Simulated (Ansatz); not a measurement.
Reading a saddle point

A first-order saddle point of SiH5SBrO, singlet, PBE0-D4/def2-TZVP, with one imaginary mode of 281i cm⁻¹:

Si1  (-0.706, -0.021, -0.310)
Br2  (1.863, 0.559, -1.176)
H3  (-0.474, -1.206, -1.155)
H4  (-1.940, -0.297, 0.480)
O5  (-1.026, 1.489, -0.814)
H6  (1.696, -0.491, 0.818)
S7  (0.588, -0.309, 1.615)
H8  (-0.271, 1.879, -1.275)
H9  (0.270, -1.604, 1.817)
(Å)

Ansatz 0.2.0; basis: def2-TZVPP and def2-QZVPP; cores frozen in the correlated methods. Filled d shells of the heavier atoms are correlated. The def2 sets are not built for correlating such inner shells, so the correlated values are less sure here. Extrapolation: Hartree–Fock as exp(−7.88 √X), correlation as X^−2.97.

Q: Which contacts change along the imaginary mode, and what lies on either side? (A judgement: the text doesn't fix the answer.)

A: The calculation gives: The step is SiH₃BrO ([OH][SiH2][Br]) + H₂S → SiH₄SO ([OH][SiH2][SH]) + HBr, with the molecules in contact on both sides. Shortening one way: Si1–S7, Br2–H6; lengthening the same way: Si1–Br2, H6–S7.
```
   pair  one side (Å)  saddle (Å)  other side (Å)
 Si1–S7          3.69        2.34            2.17
 Br2–H6          3.54        2.26            1.45
Si1–Br2          2.23        2.77            4.09
  H6–S7          1.34        1.38            2.27
```

Q: Which side is lower, and how far does the saddle lie above each? (An estimate is asked for; the value comes from the calculation.)

A: The calculation gives: The side with Si1–Br2, H6–S7 short is lower by 7.44 kcal/mol; the saddle lies 30.10 kcal/mol above it and 22.65 kcal/mol above the other (CCSD(T) at an estimated basis limit (MP2 extrapolated from triple and quadruple zeta, plus CCSD(T) − MP2 in triple zeta); electronic energies).

The T1 diagnostic stays at or below 0.012.

Labels in which every atom is bracketed show which atoms are joined, not bond orders.

For scale, one of the runs: CCSD(T)/def2-TZVPP, 233 basis functions, launched by `ansatz run in.yaml --threads 8 --pin off --events-out ev --progress --plain --max-ram 19148MiB`. The run took 23 s on 8 CPU threads of an AMD EPYC 9R45 (shared host), with 4 GiB of host memory at its peak.
